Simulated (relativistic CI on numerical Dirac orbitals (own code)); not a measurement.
**Ru XVIII: computed level list**

These numbers are calculated, not measured: Dirac-Coulomb-Breit CI, orbitals from a KLI potential per configuration, a model potential for QED, unscaled Slater integrals (own radial code, finite nucleus).

CI space (outside the closed core [Ne]): 3s2 3p6 3d9, 3s2 3p5 3d10, 3s 3p6 3d10, 3s2 3p6 3d8 4s, 3s2 3p6 3d8 4p, 3s2 3p6 3d8 4d, 3s2 3p6 3d7 4s2, 3s2 3p6 3d8 4f, 3s2 3p6 3d7 4s 4p, 3s2 3p5 3d9 4s, 3s2 3p4 3d10 4s, 3s2 3p6 3d8 5s, 3s2 3p6 3d7 4p2, 3s2 3p6 3d8 5p, 3s2 3p5 3d9 4p, 3s2 3p6 3d7 4s 4d, 3s2 3p4 3d10 4p, 3s2 3p6 3d8 5d, 3s2 3p6 3d7 4p 4d, 3s2 3p4 3d10 4d, 3s2 3p6 3d8 5f, 3s 3p5 3d10 4s, 3s2 3p5 3d9 4d, 3s2 3p6 3d8 5g, 3s2 3p5 3d8 4s2, 3s 3p6 3d9 4s, 3s2 3p6 3d8 6s, 3s2 3p6 3d7 4d2, 3s2 3p6 3d8 6p, 3s 3p5 3d10 4p, 3s2 3p5 3d8 4s 4p, 3s2 3p6 3d8 6d, 3s 3p6 3d9 4p, 3s2 3p5 3d9 4f, 3s2 3p5 3d8 4p2, 3s 3p5 3d10 4d. Levels of other configurations are missing.

The lowest level is 3s2 3p6 3d9 2D_5/2, with 100 % of that term; Hund's rules for 3s2 3p6 3d9 give 2D with J = 5/2, in agreement.

```
No.   Configuration  Term     J  E (cm⁻¹)    %    Next component (%)  Lifetime (s)        jj configuration (%)
  1     3s2 3p6 3d9    2D   5/2         0  100                                                   3d5/2^5 (100)
  2     3s2 3p6 3d9    2D   3/2     35299  100                            1.41e-03       3d3/2^3 3d5/2^6 (100)
  3    3s2 3p5 3d10   2P°   3/2   1458988  100                            2.17e-12               3p3/2^3 (100)
  4    3s2 3p5 3d10   2P°   1/2   1645162   99                            1.66e-12          3p1/2 3p3/2^4 (99)
  5  3s2 3p6 3d8 4s    4F   9/2   2268041   98                  2 2G      1.77e-06             3d5/2^4 4s (90)
  6  3s2 3p6 3d8 4s    4F   7/2   2278330   50                 47 2F      2.66e-08             3d5/2^4 4s (84)
  7  3s2 3p6 3d8 4s    4F   5/2   2300644   72                 20 2D      7.50e-08     3d3/2^3 3d5/2^5 4s (54)
  8  3s2 3p6 3d8 4s    4F   3/2   2302859   54                 38 2D      2.93e-08             3d5/2^4 4s (65)
  9  3s2 3p6 3d8 4s    2F   7/2   2305722   50                 49 4F      2.49e-08     3d3/2^3 3d5/2^5 4s (93)
 10  3s2 3p6 3d8 4s    2F   5/2   2310129   45                 25 2D      1.96e-08     3d3/2^3 3d5/2^5 4s (51)
 11  3s2 3p6 3d8 4s    4P   5/2   2334443   51                 40 2F      3.14e-08     3d3/2^3 3d5/2^5 4s (73)
 12  3s2 3p6 3d8 4s    4F   3/2   2335992   34                 27 2P      1.79e-08     3d3/2^3 3d5/2^5 4s (41)
 13  3s2 3p6 3d8 4s    4P   1/2   2347967   91                  7 2S      8.18e-09             3d5/2^4 4s (54)
 14  3s2 3p6 3d8 4s    4P   3/2   2353945   72                 15 2P      3.34e-08     3d3/2^3 3d5/2^5 4s (88)
 15  3s2 3p6 3d8 4s    2P   1/2   2366625   94                  3 2S      4.69e-09     3d3/2^3 3d5/2^5 4s (77)
 16  3s2 3p6 3d8 4s    2D   5/2   2367254   54                 24 4P      2.19e-08     3d3/2^2 3d5/2^6 4s (77)
 17  3s2 3p6 3d8 4s    2G   9/2   2370890   98                  2 4F      3.38e-08     3d3/2^3 3d5/2^5 4s (90)
 18  3s2 3p6 3d8 4s    2G   7/2   2371259   97                  2 2F      3.27e-08     3d3/2^3 3d5/2^5 4s (91)
 19  3s2 3p6 3d8 4s    2P   3/2   2371819   52                 40 2D      9.66e-09     3d3/2^2 3d5/2^6 4s (51)
 20     3s 3p6 3d10    2S   1/2   2451628   67  28 3s2 3p6 3d8 4s 2S      6.58e-12                     3s (67)
 21  3s2 3p6 3d8 4s    2S   1/2   2484222   61     33 3s 3p6 3d10 2S      1.08e-11     3d3/2^2 3d5/2^6 4s (46)
 22  3s2 3p6 3d8 4p   4D°   7/2   2541558   70                17 4F°      8.06e-11          3d5/2^4 4p1/2 (85)
 23  3s2 3p6 3d8 4p   2G°   9/2   2550624   39                36 4G°      1.01e-10          3d5/2^4 4p1/2 (90)
 24  3s2 3p6 3d8 4p   4D°   5/2   2573523   57                18 2F°      8.32e-11          3d5/2^4 4p1/2 (40)
 25  3s2 3p6 3d8 4p   2D°   3/2   2576620   45                22 2P°      3.77e-11          3d5/2^4 4p1/2 (82)
 26  3s2 3p6 3d8 4p   4G°   5/2   2579072   34                22 4F°      3.14e-11  3d3/2^3 3d5/2^5 4p1/2 (61)
 27  3s2 3p6 3d8 4p   4G°   7/2   2579275   64                16 2G°      6.98e-11  3d3/2^3 3d5/2^5 4p1/2 (93)
 28  3s2 3p6 3d8 4p   4G°  11/2   2592508   98                 2 2H°      6.12e-11          3d5/2^4 4p3/2 (91)
 29  3s2 3p6 3d8 4p   4D°   3/2   2600312   68                16 4P°      5.17e-11  3d3/2^3 3d5/2^5 4p1/2 (49)
 30  3s2 3p6 3d8 4p   4F°   9/2   2601916   69                28 2G°      5.91e-11          3d5/2^4 4p3/2 (90)
 31  3s2 3p6 3d8 4p   2F°   7/2   2604493   61                22 4D°      7.95e-12          3d5/2^4 4p3/2 (69)
 32  3s2 3p6 3d8 4p   2D°   5/2   2604565   44                31 4G°      4.49e-12  3d3/2^3 3d5/2^5 4p1/2 (46)
 33  3s2 3p6 3d8 4p   4D°   1/2   2607111   68                29 2P°      7.91e-11          3d5/2^4 4p1/2 (33)
 34  3s2 3p6 3d8 4p   4P°   3/2   2617299   29                20 4D°      1.86e-11  3d3/2^3 3d5/2^5 4p1/2 (42)
 35  3s2 3p6 3d8 4p   2D°   5/2   2618204   47                18 4D°      4.26e-12          3d5/2^4 4p3/2 (48)
 36  3s2 3p6 3d8 4p   4P°   1/2   2618444   80                11 4D°      8.26e-11  3d3/2^3 3d5/2^5 4p1/2 (77)
 37  3s2 3p6 3d8 4p   4F°   5/2   2626815   31                30 2F°      1.27e-11  3d3/2^3 3d5/2^5 4p3/2 (59)
 38  3s2 3p6 3d8 4p   4G°   9/2   2628034   62                32 2G°      6.16e-11  3d3/2^3 3d5/2^5 4p3/2 (99)
 39  3s2 3p6 3d8 4p   2F°   7/2   2631642   48                35 2G°      1.57e-11          3d5/2^4 4p3/2 (63)
 40  3s2 3p6 3d8 4p   4F°   7/2   2633751   57                24 2F°      2.74e-11  3d3/2^3 3d5/2^5 4p3/2 (89)
 41  3s2 3p6 3d8 4p   2F°   5/2   2634706   43                40 2D°      3.25e-12          3d5/2^4 4p3/2 (66)
 42  3s2 3p6 3d8 4p   4F°   3/2   2641327   36                19 4D°      7.15e-11  3d3/2^3 3d5/2^5 4p3/2 (35)
 43  3s2 3p6 3d8 4p   2D°   5/2   2644113   27                22 4P°      5.14e-12  3d3/2^2 3d5/2^6 4p1/2 (40)
 44  3s2 3p6 3d8 4p   2H°   9/2   2644287   86                13 2G°      1.03e-10  3d3/2^3 3d5/2^5 4p1/2 (87)
 45  3s2 3p6 3d8 4p   2P°   3/2   2647708   40                27 2D°      1.87e-12  3d3/2^3 3d5/2^5 4p1/2 (45)
```

Energies count from the lowest computed level; ° marks odd parity; lifetimes are radiative, by E1, M1, E2, M2 decay to levels of this space only. Filled j subshells are mostly left out of the jj labels.

The mean weight of the leading LS term, summed over parents, in these 45 levels is 63 %, and that of the leading jj configuration (from the same eigenvectors) 70 %.

At this charge energies of transitions that change n are usually good to better than 1 %, and those within a shell (Δn = 0) to a few per cent.

LS names give the leading component of a level, which can be under half, so a name can repeat, a term be missing and a line seem to break the LS rules.
